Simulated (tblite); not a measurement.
FGa, singlet, at a GFN2-xTB geometry (such geometries of metal compounds can be far from the true shape); GFN1-xTB in tblite.

Input for tblite:
```
$ tblite run mol.xyz --method gfn1 --charge 0 --spin 0 --json tblite.json --no-restart

# file mol.xyz
2

Ga    -0.00000000    -0.00000000    -0.40479707
F      0.00000000     0.00000000     1.39430103
```

Output, abridged:

```
xTB calculator
 | screened Coulomb repulsion
 | Coulomb electrostatics
 |  * isotropic Klopman-Ohno-Mataga-Nishimoto electrostatics
 |  * onsite third-order electrostatics
 | DFT-D3(BJ) dispersion correction

halogen bonding energy    0.0000000000000E+00 Eh
repulsion energy          2.6158602102248E-03 Eh
dispersion energy        -1.5720396920331E-04 Eh
number of electrons       1.0000000000000E+01 e
integral cutoff           4.0000000000000E+01 bohr

------------------------------------------------------------
  cycle        total energy    energy error   density error
------------------------------------------------------------
      1     -6.447306466696  -6.4497651E+00   5.1731511E-01
      2     -6.500880044897  -5.3573578E-02   2.1535246E-01
      3     -6.504945631749  -4.0655869E-03   5.6535741E-02
      4     -6.502604141162   2.3414906E-03   9.4031447E-02
      5     -6.506789946410  -4.1858052E-03   3.7743288E-03
      6     -6.506791615227  -1.6688169E-06   3.2233934E-03
      7     -6.506796902748  -5.2875215E-06   2.3117628E-04
      8     -6.506796929201  -2.6452463E-08   1.9010757E-05
------------------------------------------------------------

electronic energy        -6.5092555854418E+00 Eh
total energy             -6.5067969292008E+00 Eh

Post processing:
 | Mayer-Wiberg bond orders

[Info] JSON dump of results written to 'tblite.json'
```
